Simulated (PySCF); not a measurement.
Gas-phase reaction: 4 As = As4

Method: PySCF energies (xtb for GFN2) plus ideal-gas RRHO corrections (1 bar). † marks an energy on the PBE0/def2-TZVP geometry and frequencies; other levels use their own. MP2 and CCSD(T) freeze the core. 6-31G* has spherical d functions here. Open shells (unrestricted): As (multiplicity 4); the rest are closed-shell singlets. GFN2 has no spin-polarisation term. B3LYP is the form with VWN-RPA correlation. As: all electrons, no relativistic terms. MP2 isn't extrapolated to the basis-set limit. CCSD(T) isn't extrapolated to the basis-set limit.

MP2/def2-TZVPP† gives ΔH°(298 K) = -1000 kJ.

### Question
What do CCSD(T)/def2-TZVPP†, B3LYP/6-31G*, GFN2-xTB give?

### Answer
CCSD(T)/def2-TZVPP†: -936 kJ; B3LYP/6-31G*: -962 kJ; GFN2-xTB: -1523 kJ. For scale, ΔH°(298 K) is -1000 kJ at this level, -984 kJ at ωB97M-V/def2-TZVP†, and runs from -1523 to -242 kJ over the 20 levels computed.
